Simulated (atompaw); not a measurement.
**lithium (Li) PAW (atompaw): all-electron and pseudo phase curves**

atompaw 4.2.0.5 input, output lines left out:

```
Li 3
GGA-PBE scalarrelativistic loggrid 1500 logderivrange -2 5 176
2 2 0 0 0 0
2 0 0.75
2 1 0.25
0 0 0
c
v
v
2
3.00 2.85 2.20 1.80
y
0.35
n
y
3.15
n
y
0.25
y
1.95
n
custom polynom2 7 10 vanderbiltortho besselshape
3 1 troulliermartins
3.00
3.00
3.00
3.00
3.00
3.00
```

The phase is arctan(r·u′/u) with u = r·R(r), unwrapped; energies in Ry, scanned from -2 to 5 Ry. A pole is an energy at which the radial function vanishes at the test radius. The pseudo phase is shifted by a multiple of π to meet the all-electron one at the reference energy, and phase errors are pseudo minus all-electron; the curves can meet again beyond the range given. Levels narrower than the energy grid can be missing from the lists of poles.

```tsv
channel	radius (bohr)	reference energy (Ry)	poles, all-electron	poles, pseudo	unbroken range about the reference energy with phases within 0.05 rad	phase error 1 Ry above the reference energy (rad)
s	3.00	-0.22	0.99	0.98, 3.22	below 1.9	-0.000
p	3.00	-0.09	0.92, 4.65	0.99, 4.90	below 1.8	+0.024
d	3.00	0.25	2.72	2.72	below 4.6	-0.000
```

Phases in the s channel:

```csv
E (Ry),all-electron,pseudo
-2.00,1.301,1.300
-1.76,1.278,1.277
-1.52,1.247,1.246
-1.28,1.204,1.204
-1.04,1.142,1.141
-0.80,1.041,1.041
-0.56,0.851,0.851
-0.32,0.415,0.415
-0.08,-0.444,-0.445
0.16,-1.062,-1.062
0.40,-1.325,-1.325
0.64,-1.458,-1.458
0.88,-1.542,-1.542
1.12,-1.603,-1.606
1.36,-1.656,-1.662
1.60,-1.706,-1.721
1.84,-1.762,-1.801
2.08,-1.831,-1.948
2.32,-1.932,-2.452
2.56,-2.103,-4.056
2.80,-2.465,-4.513
3.04,-3.229,-4.652
3.28,-3.936,-4.729
3.52,-4.256,-4.785
3.76,-4.409,-4.836
4.00,-4.497,-4.889
4.24,-4.554,-4.955
4.48,-4.595,-5.044
4.72,-4.627,-5.186
4.96,-4.653,-5.451
```
